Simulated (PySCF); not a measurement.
SMILES C[SiH](C)CC[Si](F)(F)F (C4H11F3Si2), singlet (GFN2-xTB optimised geometry):

```
20

Si     0.539    -0.108     0.000
F      0.155    -0.591     1.465
F      2.129    -0.108     0.000
F      0.158     1.435     0.000
C     -0.274    -1.093    -1.372
C     -1.810    -1.055    -1.299
Si    -2.643    -2.068    -2.690
C     -4.528    -1.950    -2.479
C     -2.125    -1.368    -4.383
H      0.043    -0.710    -2.344
H      0.055    -2.134    -1.336
H     -2.129    -1.435    -0.328
H     -2.142    -0.017    -1.343
H     -2.201    -3.472    -2.578
H     -5.043    -2.522    -3.244
H     -4.874    -0.923    -2.549
H     -4.843    -2.336    -1.514
H     -2.337    -0.305    -4.456
H     -2.658    -1.863    -5.189
H     -1.064    -1.505    -4.566
```

Level of theory: CAM-B3LYP/def2-SVP run with PySCF 2.14.0.

Q: What are the frontier orbital energies and the dipole moment?

A: HOMO-2 -10.55 eV, HOMO-1 -10.25 eV, HOMO -9.65 eV, LUMO 1.92 eV, LUMO+1 2.39 eV; dipole moment 3.40 D.

Meta-Löwdin charges at CAM-B3LYP/def2-SVP: Si1 1.54, F2 -0.46, F3 -0.46, F4 -0.46, C5 -0.43, C6 -0.40, Si7 0.79, C8 -0.54, C9 -0.54, H10 0.12, H11 0.12, H12 0.10, H13 0.10, H14 -0.13, H15 0.11, H16 0.11, H17 0.11, H18 0.11, H19 0.11, H20 0.11.
